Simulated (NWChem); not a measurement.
System: CH6MgOSi; SMILES [CH3][Mg][O][SiH3]

The following NWChem deck was run.

```
start job
memory heap 200 mb stack 900 mb global 1100 mb
geometry units angstroms noautosym noautoz
  Mg    -0.363676     0.120547     1.302900
  C     -1.835413     1.532845     1.705011
  H     -2.490526     1.221968     2.511096
  H     -2.405426     1.643424     0.786777
  H     -1.369520     2.480520     1.957377
  O      0.345129    -0.293348    -0.266416
  Si     0.998922    -0.696220    -1.668827
  H     -0.012580    -1.383548    -2.493875
  H      2.138037    -1.600757    -1.411957
  H      1.467906     0.522145    -2.354440
end
basis spherical
  * library 6-31g*
end
dft
  xc b3lyp
  iterations 150
end
driver
  maxiter 120
end
task dft optimize
task dft freq
```

B3LYP is NWChem's, with the RPA form of VWN correlation.

The level has its own optimisation; frequencies are unscaled.

Problem. Predict the main results of this run. (B3LYP/6-31G* (spherical d).) Quantities: r C–Mg (Å); r Mg–O (Å); r C–H (Å); r O–Si (Å); highest harmonic frequency (cm⁻¹); lowest (cm⁻¹); zero-point energy (kcal/mol); dipole (D).

Solution. r C–Mg (Å): 2.082
r Mg–O (Å): 1.812
r C–H (Å): 1.097
r O–Si (Å): 1.630
highest harmonic frequency (cm⁻¹): 3112
lowest (cm⁻¹): 5
zero-point energy (kcal/mol): 40.3
dipole (D): 2.10
